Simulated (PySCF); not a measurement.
**How methods differ on the excitation energy of Ni²⁺**

Ni²⁺ [Ar] 3d8 (3F) → Ni²⁺ [Ar] 3d7 4p1 (high-spin determinant), as a difference of total energies. All numbers are calculated (PySCF 2.14, the non-relativistic Hamiltonian (point nucleus), in aug-cc-pVDZ (7s6p4d2f, 59 functions)). Correlated levels: valence: [Ar] frozen. The calculations carry no spin-orbit coupling.

```json
{"method": "UHF", "excitation energy (eV)": "12.476"}
{"method": "MP2 (valence)", "excitation energy (eV)": "14.167"}
{"method": "SCS-MP2 (valence)", "excitation energy (eV)": "14.200"}
{"method": "CCSD (valence)", "excitation energy (eV)": "13.862"}
{"method": "CCSD(T) (valence)", "excitation energy (eV)": "13.885"}
```

Task: How much does correlation contribute at CCSD(T) (valence)?

Result: 13.885 − (12.476) = 1.409 eV, measured against UHF.

The determinant of the upper state mixes LS terms, which raises its energy above the lowest term, most at the Hartree-Fock and MP2 levels.
